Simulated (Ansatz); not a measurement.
Reaction (substitution at a C–Si bond): `C[SiH]1NP1` + `S[SiH]1CC1` → `CS[SiH]1CC1` + `N1[SiH2]P1`

Computed with Ansatz on PBE0-D4/def2-TZVP structures; ΔE is electronic, products minus reactants. CCSD(T)/CBS adds triple-zeta CCSD(T) − MP2 to the extrapolated MP2 energy (def2 sets, frozen cores). DFT in def2-TZVPP. B3LYP here is the variant with VWN-RPA as its local correlation; programs differ in this. HSE06 is defined as in plane-wave codes. Each species was taken in one conformer, which may not be the lowest.

`C[SiH]1NP1`:

Z-matrix (Å, degrees):
```
C
Si 1 1.855
H 1 1.093 2 110.4
H 1 1.091 2 110.0 3 119.9
H 1 1.093 2 110.7 3 -119.7
N 2 1.721 1 116.7 3 -82.9
P 2 2.182 1 126.4 3 -145.2
H 2 1.484 1 113.1 3 59.1
H 6 1.007 2 129.8 1 128.5
H 7 1.429 2 98.1 1 5.6
```

`S[SiH]1CC1`:

Z-matrix (Å, degrees):
```
Si
C 1 1.842
C 1 1.840 2 49.7
S 1 2.121 2 120.4 3 100.4
H 1 1.478 2 119.2 3 -105.5
H 2 1.086 1 119.2 3 107.4
H 2 1.085 1 119.1 3 -107.2
H 3 1.085 1 119.4 2 -107.6
H 3 1.085 1 119.1 2 107.2
H 4 1.344 1 95.3 2 86.0
```

`CS[SiH]1CC1`:

Cartesian coordinates in Å:
```
C -0.116 -0.151 -2.541
S -1.102 0.708 -1.277
Si -0.545 -0.377 0.443
C -0.365 0.555 2.021
C 0.969 0.088 1.392
H 0.949 -0.048 -2.340
H -0.385 -1.206 -2.601
H -0.349 0.324 -3.494
H -0.987 -1.789 0.479
H -0.653 0.080 2.953
H -0.542 1.625 2.022
H 1.613 0.872 1.009
H 1.513 -0.680 1.934
```

`N1[SiH2]P1`:

Cartesian coordinates in Å:
```
N 0.097 0.256 -1.035
Si 0.324 -0.717 0.353
P 0.428 1.467 0.219
H -0.635 0.340 -1.721
H -0.853 -1.345 1.000
H 1.510 -1.600 0.356
H -0.871 1.598 0.830
```

| level | ΔE (kJ/mol) | difference from CCSD(T)/CBS |
| --- | --- | --- |
| LDA (SPW92) | 64.4 | 0.7 |
| PBE-D4 | 61.1 | -2.6 |
| revPBE-D4 | 58.4 | -5.3 |
| BLYP-D4 | 58.4 | -5.3 |
| r2SCAN-D4 | 66.1 | 2.4 |
| B97M-V | 67.1 | 3.4 |
| PBE0-D4 | 63.5 | -0.2 |
| B3LYP-D4 | 61.1 | -2.6 |
| r2SCANh-D4 | 66.4 | 2.7 |
| r2SCAN0-D4 | 66.6 | 2.9 |
| HSE06-D4 | 63.4 | -0.3 |
| BHLYP-D4 | 63.1 | -0.6 |
| CAM-B3LYP-D4 | 64.1 | 0.4 |
| ωB97X-V | 63.3 | -0.4 |
| ωB97M-V | 65.1 | 1.4 |
| B2PLYP | 63.1 | -0.6 |
| PBE | 61.5 | -2.2 |
| revPBE | 60.8 | -2.9 |
| BLYP | 59.6 | -4.1 |
| r2SCAN | 66.2 | 2.5 |
| B3LYP | 61.8 | -1.9 |
| r2SCANh | 66.5 | 2.8 |
| r2SCAN0 | 66.7 | 3.0 |
| HSE06 | 63.6 | -0.1 |
| BHLYP | 63.5 | -0.2 |
| CAM-B3LYP | 64.3 | 0.6 |
| LC-ωPBE | 67.5 | 3.8 |
| RPA@PBE/def2-TZVPP | 60.6 | -3.1 |
| HF/def2-SVP | 64.8 | 1.1 |
| MP2/def2-SVP | 64.3 | 0.6 |
| CCSD/def2-SVP | 62.8 | -0.9 |
| CCSD(T)/def2-SVP | 61.6 | -2.1 |
| HF/def2-TZVPP | 62.0 | -1.7 |
| SCS-MP2/def2-TZVPP | 62.6 | -1.1 |
| CCSD/def2-TZVPP | 65.6 | 1.9 |
| CCSD(T)/def2-TZVPP | 64.8 | 1.1 |
| HF/def2-QZVPP | 61.9 | -1.8 |
| MP2/def2-QZVPP | 64.8 | 1.1 |
| SCS-MP2/def2-QZVPP | 62.1 | -1.6 |
| CCSD/CBS(def2) | 64.5 | 0.8 |
| CCSD(T)/CBS | 63.7 | 0 |

Largest T1 diagnostic among the species: 0.015.

Leaving LDA and LC-ωPBE aside and taking each functional with its dispersion term where it has one, the values spread over 8.7 kJ/mol, from BLYP-D4 to B97M-V. From BLYP to BHLYP (50 % exact exchange), in def2-TZVPP and without D4, ΔE moves by +4.0 kJ/mol.
